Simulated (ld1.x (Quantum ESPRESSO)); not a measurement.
**Ranking RRKJ potentials for cadmium (Cd)**

All share these settings but for the change named:

Cd, norm-conserving RRKJ (Kleinman–Bylander form), made with ld1.x (Quantum ESPRESSO) 7.5 (revPBE, fully relativistic). Core [Kr], reference 4d10 5s1.5 5p0.5. Waves: 5s (bound): rc 2.25 bohr; 4d (bound): rc 1.30 bohr; 5p (bound): rc 2.80 bohr. Local part: the p channel. Core correction: Bessel-smoothed model core, default radius (core density twice the valence density). rho0 = 0.01.

Open shells are filled in proportion to 2j + 1 (rel_dist='average').

Cutoff: the first of the cutoffs (Ry, on a coarse ladder) from which the occupation-weighted sum of valence levels, in a spherical-Bessel basis at the reference potential, stays within 10 and 1 mRy of its value at 400 Ry; the density cutoff is not measured.

The base gives 70 Ry.

Of 8 variants that were run, those that failed, showed a ghost or another fault, or gave nearly equal values are left out.

A variant can come out equal or close to the base.

Rank these variants from softest to hardest (loose cutoff).
A. reference 4d10 5s2 5p0
B. type TM; rho0 0
C. core [Kr] 4d10, valence charge 2; reference 5s1 5p0; waves now 5p (bound): rc 2.20 bohr; 5s (bound): rc 2.05 bohr; local potential the s channel; core correction Bessel-smoothed model core inside 1.20 bohr

C (8 Ry), A (70 Ry), B (80 Ry).
